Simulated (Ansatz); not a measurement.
# Reading a saddle point

A first-order saddle point of ZnH3BrO, closed shell, PBE0-D4/def2-TZVP, with one imaginary mode of 778i cm⁻¹:

```
atom    x (Å)    y (Å)    z (Å)
 Zn1   0.1220  -0.1473   0.1836
  H2  -0.2265   1.2036   1.0390
  O3   0.7330  -1.7678  -0.2057
  H4  -0.6717   1.5122   0.0285
 Br5  -1.1147   1.4188  -1.5711
  H6   1.1579  -2.2196   0.5258
```

Ansatz 0.2.0; basis: def2-TZVPP and def2-QZVPP; cores frozen in the correlated methods. The 3s and 3p shells of Cu and Zn are frozen; filled d shells are correlated. The def2 sets are not built for correlating such inner shells, so the correlated values are less sure here. Extrapolation: Hartree–Fock as exp(−7.88 √X), correlation as X^−2.97.

**Question.** Which contacts change along the imaginary mode, and what lies on either side? (Judge from chemistry; the calculation decides.)

**Answer.** By the calculation: The step is ZnH₂O ([OH][ZnH]) + HBr → ZnHBrO ([OH][Zn][Br]) + H₂, with the molecules in contact on both sides. Shortening one way: Zn1–Br5, H2–H4; lengthening the same way: Zn1–H2, H4–Br5.
```tsv
pair	one side (Å)	saddle (Å)	other side (Å)
Zn1–Br5	3.01	2.66	2.22
H2–H4	3.83	1.15	0.75
Zn1–H2	1.52	1.64	3.07
H4–Br5	1.42	1.66	3.42
```

**Question.** Which side is lower, and how far does the saddle lie above each? (An estimate is asked for; the value comes from the calculation.)

**Answer.** By the calculation: The side with Zn1–Br5, H2–H4 short is lower by 112.2 kJ/mol; the saddle lies 166.1 kJ/mol above it and 53.8 kJ/mol above the other (CCSD(T) at an estimated basis limit (MP2 extrapolated from triple and quadruple zeta, plus CCSD(T) − MP2 in triple zeta); electronic energies).

The T1 diagnostic stays at or below 0.015. The end structure is not quite a true minimum (one mode of 47i cm⁻¹).

Labels in which every atom is bracketed show which atoms are joined, not bond orders.

For scale, one of the runs: CCSD(T)/def2-TZVPP, 185 basis functions, launched by `ansatz run in.yaml --threads 4 --pin off --events-out ev --progress --plain --max-ram 9574MiB`. Time: 82 s of wall clock on 4 CPU threads of an Intel Xeon; the host was shared. Peak host memory: 2 GiB.
